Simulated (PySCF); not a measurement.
Si(OH)(SH) (H₂OSSi), SMILES S[Si]O (connectivity only; charge and spin as stated), neutral, multiplicity 1.

Geometry: B3LYP-D3(BJ)/def2-TZVP. One conformer was computed; it need not be the lowest.

Calculation: B3LYP-D3(BJ)/def2-TZVP (PySCF 2.14.0).

Frequencies are harmonic and unscaled.

Computed vibrational spectrum:
| mode | ν (cm⁻¹) | IR (km/mol) | Raman (Å⁴/amu) | depolarisation | moving atoms (share of kinetic energy) |
|---|---|---|---|---|---|
| 1 | 237 | 15.8 | 2.1 | 0.42 | O 45 %, S 27 %, H 14 %, Si 14 % |
| 2 | 303 | 45.1 | 2.7 | 0.75 | H 96 % |
| 3 | 456 | 67.6 | 22.2 | 0.36 | Si 54 %, S 39 % |
| 4 | 469 | 105.0 | 2.3 | 0.75 | H 83 %, O 13 % |
| 5 | 699 | 5.3 | 8.9 | 0.47 | H 93 % |
| 6 | 783 | 291.9 | 0.5 | 0.74 | H 53 %, O 37 %, Si 9 % |
| 7 | 885 | 28.3 | 7.2 | 0.48 | O 36 %, Si 34 %, H 30 % |
| 8 | 2676 | 2.0 | 114.3 | 0.30 | H 97 % |
| 9 | 3804 | 46.5 | 143.0 | 0.29 | H 94 % |
